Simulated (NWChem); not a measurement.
All runs are NWChem calculations. System: H2Si2, charge 0, spin multiplicity 1, displaced from the optimised geometry. The structure started from a generated list of species. Level: B3LYP/cc-pVDZ, VWN1-RPA local correlation, spin-restricted.

The NWChem input:

```
start mol
memory heap 200 mb stack 900 mb global 1100 mb
geometry units angstroms nocenter noautoz noautosym
  Si     0.000000     0.000000     0.973979
  Si     0.000000     0.000000    -1.232154
  H     -1.238918     0.000000     1.807220
  H      2.168106     0.000000     2.432150
end
basis spherical
  * library cc-pvdz
end
dft
  xc b3lyp
  semidirect memsize 60000000 filesize 0
  iterations 100
end
task dft energy
```

NWChem printed:

```
             Northwest Computational Chemistry Package (NWChem) 7.3.0
             --------------------------------------------------------

                                NWChem Input Module
                                -------------------

 Scaling coordinates for geometry "geometry" by  1.889725989
 (inverse scale =  0.529177249)

                             Geometry "geometry" -> ""
                             -------------------------

 Output coordinates in angstroms (scale by  1.889725989 to convert to a.u.)

  No.       Tag          Charge          X              Y              Z
 ---- ---------------- ---------- -------------- -------------- --------------
    1 Si                  14.0000     0.00000000     0.00000000     0.97397900
    2 Si                  14.0000     0.00000000     0.00000000    -1.23215400
    3 H                    1.0000    -1.23891800     0.00000000     1.80722000
    4 H                    1.0000     2.16810600     0.00000000     2.43215000

 Effective nuclear repulsion energy (a.u.)      58.9611806115

            Nuclear Dipole moment (a.u.)
            ----------------------------
        X                 Y               Z
 ---------------- ---------------- ----------------
     1.7559107119     0.0000000000     1.1809275648


 Summary of "ao basis" -> "" (spherical)
 ------------------------------------------------------------------------------
       Tag                 Description            Shells   Functions and Types
 ---------------- ------------------------------  ------  ---------------------
 *                          cc-pvdz                   on all atoms

                                 NWChem DFT Module
                                 -----------------

 Summary of "ao basis" -> "ao basis" (spherical)
 ------------------------------------------------------------------------------
       Tag                 Description            Shells   Functions and Types
 ---------------- ------------------------------  ------  ---------------------
 Si                         cc-pvdz                  8       18   4s3p1d
 H                          cc-pvdz                  3        5   2s1p

 Summary of "ao basis" -> "ao basis" (spherical)
 ------------------------------------------------------------------------------
       Tag                 Description            Shells   Functions and Types
 ---------------- ------------------------------  ------  ---------------------
 Si                         cc-pvdz                  8       18   4s3p1d
 H                          cc-pvdz                  3        5   2s1p

            General Information
            -------------------
          SCF calculation type: DFT
          Wavefunction type:  closed shell.
          No. of atoms     :     4
          No. of electrons :    30
           Alpha electrons :    15
            Beta electrons :    15
          Charge           :     0
          Spin multiplicity:     1
          Use of symmetry is: off; symmetry adaption is: off
          Maximum number of iterations: 100
          AO basis - number of functions:    46
                     number of shells:    22
          Convergence on energy requested:  1.00D-06
          Convergence on density requested:  1.00D-05
          Convergence on gradient requested:  5.00D-04

              XC Information
              --------------
                         B3LYP Method XC Potential
                     Hartree-Fock (Exact) Exchange  0.200
                        Slater Exchange Functional  0.800 local
                    Becke 1988 Exchange Functional  0.720 non-local
              Lee-Yang-Parr Correlation Functional  0.810
                  VWN I RPA Correlation Functional  0.190 local

             Grid Information
             ----------------
          Grid used for XC integration:  medium
          Radial quadrature: Mura-Knowles
          Angular quadrature: Lebedev.
          Tag              B.-S. Rad. Rad. Pts. Rad. Cut. Ang. Pts.
          ---              ---------- --------- --------- ---------
          Si                  1.10       88          11.0       590
          H                   0.35       45          12.0       434
          Grid pruning is: on
          Number of quadrature shells:   266
          Spatial weights used:  Erf1

          Convergence Information
          -----------------------
          Convergence aids based upon iterative change in
          total energy or number of iterations.
          Levelshifting, if invoked, occurs when the
          HOMO/LUMO gap drops below (HL_TOL):  1.00D-02
          DIIS, if invoked, will attempt to extrapolate
          using up to (NFOCK): 10 stored Fock matrices.

                    Damping( 0%)  Levelshifting(0.5)       DIIS
                  --------------- ------------------- ---------------
          dE  on:    start            ASAP                start
          dE off:    2 iters        100 iters           100 iters

      Screening Tolerance Information
      -------------------------------
          Density screening/tol_rho:  1.00D-10
          AO Gaussian exp screening on grid/accAOfunc:  14
          CD Gaussian exp screening on grid/accCDfunc:  20
          XC Gaussian exp screening on grid/accXCfunc:  20
          Schwarz screening/accCoul:  1.00D-08

      Superposition of Atomic Density Guess
      -------------------------------------

 Sum of atomic energies:        -578.66909386

      Non-variational initial energy
      ------------------------------

 Total energy =    -578.652308
 1-e energy   =    -919.568397
 2-e energy   =     281.954908
 HOMO         =      -0.172785
 LUMO         =      -0.125797

------------------------------------------------------------
EAF file 0: "./mol.aoints.0" size=524288 bytes
------------------------------------------------------------
               write      read    awrite     aread      wait
               -----      ----    ------     -----      ----
     calls:        1         0         0         0         0
   data(b): 5.24e+05  0.00e+00  0.00e+00  0.00e+00
   time(s): 0.00e+00  0.00e+00  0.00e+00  0.00e+00  0.00e+00
rate(mb/s): 0.00e+00  0.00e+00
------------------------------------------------------------

   convergence    iter        energy       DeltaE   RMS-Dens  Diis-err    time
 ---------------- ----- ----------------- --------- --------- ---------  ------
 d= 0,ls=0.0,diis     1   -579.9812088243 -6.39D+02  2.53D-02  1.37D-01     3.5
 d= 0,ls=0.0,diis     2   -579.8823319772  9.89D-02  1.82D-02  3.76D-01     3.8
 d= 0,ls=0.0,diis     3   -579.9948445034 -1.13D-01  6.51D-03  4.76D-02     4.2
 d= 0,ls=0.0,diis     4   -580.0115995763 -1.68D-02  1.37D-03  1.60D-03     4.5
 d= 0,ls=0.0,diis     5   -580.0121026709 -5.03D-04  6.52D-04  5.64D-04     4.9
  Resetting Diis
 d= 0,ls=0.0,diis     6   -580.0122795631 -1.77D-04  1.66D-04  5.44D-05     5.2
 d= 0,ls=0.0,diis     7   -580.0122946541 -1.51D-05  7.49D-05  1.41D-06     5.6
 d= 0,ls=0.0,diis     8   -580.0122936986  9.56D-07  6.36D-05  4.05D-06     5.9
 d= 0,ls=0.0,diis     9   -580.0122950648 -1.37D-06  1.72D-05  4.22D-07     6.3
 d= 0,ls=0.0,diis    10   -580.0122952146 -1.50D-07  3.73D-06  8.64D-09     6.6

         Total DFT energy =     -580.012295214586
      One electron energy =     -919.982765845997
           Coulomb energy =      323.348311480734
    Exchange-Corr. energy =      -42.339021460784
 Nuclear repulsion energy =       58.961180611461

 Numeric. integr. density =       30.000004424766

     Total iterative time =      5.1s

                       DFT Final Molecular Orbital Analysis
                       ------------------------------------

 Vector   13  Occ=2.000000D+00  E=-3.028177D-01
              MO Center=  2.2D-01, -9.4D-10,  4.5D-01, r^2= 4.6D+00
   Bfn.  Coefficient  Atom+Function         Bfn.  Coefficient  Atom+Function
  ----- ------------  ---------------      ----- ------------  ---------------
    22     -0.280682  2 Si s                  4      0.256654  1 Si s
     8      0.253971  1 Si px                37     -0.247629  3 H  s
     3      0.209922  1 Si s                 21     -0.209128  2 Si s
    28      0.208044  2 Si pz                38     -0.176067  3 H  s
    11      0.175046  1 Si px                42      0.174632  4 H  s

 Vector   14  Occ=2.000000D+00  E=-2.556870D-01
              MO Center=  9.6D-01,  9.3D-11,  7.7D-01, r^2= 5.6D+00
   Bfn.  Coefficient  Atom+Function         Bfn.  Coefficient  Atom+Function
  ----- ------------  ---------------      ----- ------------  ---------------
    43      0.326996  4 H  s                 42      0.320257  4 H  s
    22      0.275728  2 Si s                 28     -0.276866  2 Si pz
    10      0.240842  1 Si pz                13      0.182729  1 Si pz
    31     -0.183056  2 Si pz                11      0.127231  1 Si px
    21      0.116251  2 Si s                  8      0.103641  1 Si px

 Vector   15  Occ=2.000000D+00  E=-2.161846D-01
              MO Center= -9.5D-03,  9.2D-10, -1.7D-01, r^2= 3.2D+00
   Bfn.  Coefficient  Atom+Function         Bfn.  Coefficient  Atom+Function
  ----- ------------  ---------------      ----- ------------  ---------------
    27      0.355587  2 Si py                30      0.343340  2 Si py
     9      0.333039  1 Si py                12      0.324906  1 Si py
    33      0.056954  2 Si d -1              15     -0.050549  1 Si d -1

 Vector   16  Occ=0.000000D+00  E=-1.558739D-01
              MO Center=  5.0D-01, -1.8D-09, -9.0D-02, r^2= 5.2D+00
   Bfn.  Coefficient  Atom+Function         Bfn.  Coefficient  Atom+Function
  ----- ------------  ---------------      ----- ------------  ---------------
    29      0.430794  2 Si px                26      0.385970  2 Si px
    43     -0.336391  4 H  s                 42     -0.246630  4 H  s
    11      0.153254  1 Si px                 8      0.142240  1 Si px
    10      0.096721  1 Si pz                31     -0.094685  2 Si pz
    28     -0.090365  2 Si pz                 3      0.089569  1 Si s

 Vector   17  Occ=0.000000D+00  E=-9.634857D-02
              MO Center=  4.4D-01, -1.0D-09,  5.6D-01, r^2= 5.5D+00
   Bfn.  Coefficient  Atom+Function         Bfn.  Coefficient  Atom+Function
  ----- ------------  ---------------      ----- ------------  ---------------
     4      0.574543  1 Si s                 43     -0.398583  4 H  s
    29     -0.383180  2 Si px                38     -0.314806  3 H  s
    26     -0.266777  2 Si px                31     -0.249952  2 Si pz
    42     -0.236653  4 H  s                  3      0.217688  1 Si s
     8      0.208864  1 Si px                11      0.207612  1 Si px

 Vector   18  Occ=0.000000D+00  E=-7.295498D-02
              MO Center= -1.5D-02,  2.4D-09, -6.8D-02, r^2= 4.4D+00
   Bfn.  Coefficient  Atom+Function         Bfn.  Coefficient  Atom+Function
  ----- ------------  ---------------      ----- ------------  ---------------
    12      0.590197  1 Si py                30     -0.572087  2 Si py
     9      0.358424  1 Si py                27     -0.352285  2 Si py
    15      0.055327  1 Si d -1              33      0.048748  2 Si d -1

 center of mass
 --------------
 x =   0.03052727 y =   0.00000000 z =  -0.09617899

 moments of inertia (a.u.)
 ------------------
         278.963149985984           0.000000000000         -11.090174834747
           0.000000000000         301.351106161139           0.000000000000
         -11.090174834747           0.000000000000          22.387956175155

     Multipole analysis of the density
     ---------------------------------

     L   x y z        total         alpha         beta         nuclear
     -   - - -        -----         -----         ----         -------
     0   0 0 0     -0.000000    -15.000000    -15.000000     30.000000

     1   1 0 0     -0.442865     -1.099388     -1.099388      1.755911
     1   0 1 0     -0.000000     -0.000000     -0.000000      0.000000
     1   0 0 1     -0.398246     -0.789587     -0.789587      1.180928

     2   2 0 0    -20.713458    -21.490596    -21.490596     22.267734
     2   1 1 0     -0.000000     -0.000000     -0.000000      0.000000
     2   1 0 1     -1.709638     -6.272412     -6.272412     10.835186
     2   0 2 0    -23.532283    -11.766141    -11.766141      0.000000
     2   0 1 1      0.000000      0.000000      0.000000      0.000000
     2   0 0 2    -22.541625    -89.329168    -89.329168    156.116710

 Task  times  cpu:        6.6s     wall:        6.6s

 Total times  cpu:        6.6s     wall:        6.6s
```
